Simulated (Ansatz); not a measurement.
One geometry of CH5SSb, SMILES `S[CH2][SbH2]`, several functionals.

```yaml
crystal:
  periodic: [false, false, false]
  atoms:
    - {symbol: S, position_ang: [-1.883842, 0.341960, -0.056003]}
    - {symbol: C, position_ang: [-0.090968, 0.479160, -0.135384]}
    - {symbol: Sb, position_ang: [0.764195, -0.992840, 1.225486]}
    - {symbol: H, position_ang: [-2.189759, 1.302867, -0.945316]}
    - {symbol: H, position_ang: [0.245553, 1.457778, 0.207460]}
    - {symbol: H, position_ang: [0.283555, 0.284867, -1.138265]}
    - {symbol: H, position_ang: [2.353194, -0.659091, 0.683910]}
    - {symbol: H, position_ang: [0.610272, -2.271700, 0.102211]}
basis:
  gaussian: {orbitals: def2-TZVPP}
hamiltonian: {xc: {name: wB97X-V}}
output: {orbitals: {seedname: orbitals}}
```

```sh
$ ansatz run in.yaml --threads 2 --pin off --events-out ev --progress --plain --max-ram 4352MiB
```

Output, abridged:

```
Functional definition: wB97X-V
1202 factors; their error is unknown
270 factors; integrals over basis functions are off by at most 8.9e-6 eV
mean field evaluation 1: about -18487.4718 eV, gradient 2.6e1 eV
mean field evaluation 2: about -18487.9863 eV, gradient 2.3e1 eV
mean field evaluation 4: about -18489.2157 eV, gradient 9.0e-1 eV
mean field evaluation 8: about -18489.3311 eV, gradient 5.0e-1 eV
mean field evaluation 16: about -18489.3314 eV, gradient 4.5e-5 eV
mean field -18489.33138211 eV, -679.4703957737 hartree, gradient 4.5e-5 eV, S^2 0.000000; 0 other end points of the search recorded, 0 dependent functions left out
reference -18489.33138005 eV, -679.4703956980 hartree; 25, 25 occupied and 168, 168 virtual orbitals, 1202 factors
Total energy: -18489.33138005 eV, -679.4703956980 hartree
```

Hardware: 2 threads of an Arm Neoverse V1 on a shared host. Wall time 9.5 s, peak host memory 0.49 GiB.

With the line `hamiltonian: {xc: hse06, dispersion: d4}` (abridged; 3.7 s):

```
Functional definition: HSE06
mean field evaluation 16: about -18486.4491 eV, gradient 1.3e-4 eV
mean field -18486.44912615 eV, -679.3644748208 hartree, gradient 6.8e-5 eV, S^2 0.000000
Total energy: -18486.59728692 eV, -679.3699196284 hartree
```

The same input with `hamiltonian: {xc: {name: B97M-V}}` (abridged; 12 s):

```
Functional definition: B97M-V
mean field evaluation 16: about -18489.0593 eV, gradient 5.4e-5 eV
mean field -18489.05928859 eV, -679.4603965211 hartree, gradient 1.5e-5 eV, S^2 0.000000
Total energy: -18489.05935025 eV, -679.4603987871 hartree
```

The same input with `hamiltonian: {xc: {name: r2SCANh}, dispersion: d4}` (abridged; 6 s):

```
Functional definition: r2SCANh
mean field evaluation 16: about -18492.4379 eV, gradient 1.2e-4 eV
mean field -18492.43788883 eV, -679.5845577899 hartree, gradient 6.9e-5 eV, S^2 0.000000
Total energy: -18492.48330907 eV, -679.5862269529 hartree
```

The same input with `hamiltonian: {xc: pbe0, dispersion: d4}` (abridged; 3.4 s):

```
Functional definition: PBE0
mean field evaluation 16: about -18486.7776 eV, gradient 1.1e-4 eV
mean field -18486.77757247 eV, -679.3765450005 hartree, gradient 4.7e-5 eV, S^2 0.000000
Total energy: -18486.93515979 eV, -679.3823362276 hartree
```

Changing it to `hamiltonian: {xc: {name: PBE-QIDH}}` (abridged; 6.5 s):

```
Functional definition: PBE-QIDH
mean field evaluation 16: about -18471.5693 eV, gradient 1.1e-4 eV
mean field -18471.56933268 eV, -678.8176524964 hartree, gradient 7.2e-6 eV, S^2 0.000000
10 core orbitals not correlated: weight in the atoms' cores, before any rotation towards them, 1.000 or more for the frozen orbitals, at most 0.000 for the correlated occupied ones
second order -21.90958741 eV of doubles, -0.00000000 eV of singles
Total energy: -18478.87254084 eV, -679.0860404463 hartree
```

HSE06 is the plane-wave form, built on full-range PBE exchange.
